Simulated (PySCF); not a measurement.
Task: What does the GFN2-xTB structure of InChI=1S/C3F6O/c4-2(5,6)1(10)3(7,8)9 look like in three dimensions?

Result: 
```xyz
10
C3F6O angstrom
O      0.161   -0.429    1.853
C      0.062   -0.162    0.703
C      1.283    0.136   -0.220
F      2.349    0.460    0.500
F      1.582   -0.946   -0.941
F      1.028    1.136   -1.061
C     -1.304   -0.075   -0.046
F     -1.677    1.201   -0.163
F     -2.249   -0.723    0.621
F     -1.226   -0.595   -1.269
```

Any rigid rotation of these coordinates is as good. Atoms count from 1 in this order. Of the pairs four or more bonds apart, F5···F10 is among the closest relative to their van der Waals radii: 2.85 Å, 97 % of the sum of Bondi's values.

Bonds between heavy atoms (Å): O1=C2 1.185, C2–C3 1.560, C3–F4 1.326, C3–F5 1.335, C3–F6 1.331, C2–C7 1.560, C7–F8 1.335, C7–F9 1.326, C7–F10 1.331.

Structure optimised with GFN2-xTB, isolated species.

Point group: C2 (every atom within 0.08 Å of its image). Whether it is a minimum is left open (no frequencies).

The numbers are calculated, not measured.
